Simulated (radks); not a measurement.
Initial-state core-level shifts of the ytterbium ion Yb2+ when its valence configuration changes from [Xe] 4f14. Method: Dirac Kohn-Sham, PBEsol, spin-unpolarised, spherical densities, point nucleus; open shells fill j = l - 1/2 first; computed with a radial shooting solver on a logarithmic mesh with Libxc functionals. Shifts are changes of the shell-averaged eigenvalues in eV (positive: less bound).

| valence | 2s | 3s | 4s | 5p |
|---|---|---|---|---|
| 4f13.5 6p0.5 | -5.267 | -5.597 | -5.530 | -3.460 |
| 4f13 6s1 | -9.835 | -10.556 | -10.358 | -5.884 |
| 4f12 5d1 6s1 | -18.132 | -19.855 | -19.210 | -9.315 |
| 4f13 5d1 | -7.056 | -7.849 | -7.633 | -3.299 |
| 4f13 6p1 | -10.993 | -11.705 | -11.515 | -7.014 |
| 4f13.5 6s0.5 | -4.678 | -5.014 | -4.942 | -2.876 |
| 4f12 5d0.5 6s1.5 | -19.722 | -21.404 | -20.760 | -10.716 |
| 4f13.5 5d0.5 | -3.388 | -3.758 | -3.675 | -1.640 |
| 4f12.5 6s1 6p0.5 | -15.980 | -17.133 | -16.749 | -9.530 |
